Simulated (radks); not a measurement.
Question: Valence configurations of Ir+ (all share [Xe]). All-electron calculation, Dirac Kohn-Sham, PBEsol, spin-unpolarised, spherical densities, finite nucleus; open shells fill j = l - 1/2 first; Fermi nuclear charge, rms radius 5.4032 fm. Program: a radial shooting solver on a logarithmic mesh with Libxc functionals. Order these by energy: 4f14 5d6.5 6s1.5; 4f14 5d8; 4f13.5 5d7.5 6s1; 4f13 5d6 6p3; 4f14 5d7 6s1; 4f13 5d6 6s2 6p1; 4f14 5d6 6s1 6p1; 4f13 5d7 6s2; 4f14 5d5 6s1 6p2; 4f14 5d6 6s2.

Answer: From the lowest, in eV above it: 4f14 5d8 0.000; 4f14 5d7 6s1 0.698; 4f14 5d6.5 6s1.5 1.407; 4f14 5d6 6s2 2.374; 4f14 5d6 6s1 6p1 8.423; 4f14 5d5 6s1 6p2 18.039; 4f13.5 5d7.5 6s1 28.843; 4f13 5d7 6s2 62.117; 4f13 5d6 6s2 6p1 72.634; 4f13 5d6 6p3 87.599. NIST lists [Xe] 4f14 5d7 6s1 as the ground configuration; this level of theory puts 4f14 5d8 lower, by 0.698 eV. The energies are those of spherical spin-averaged densities, not of single terms.
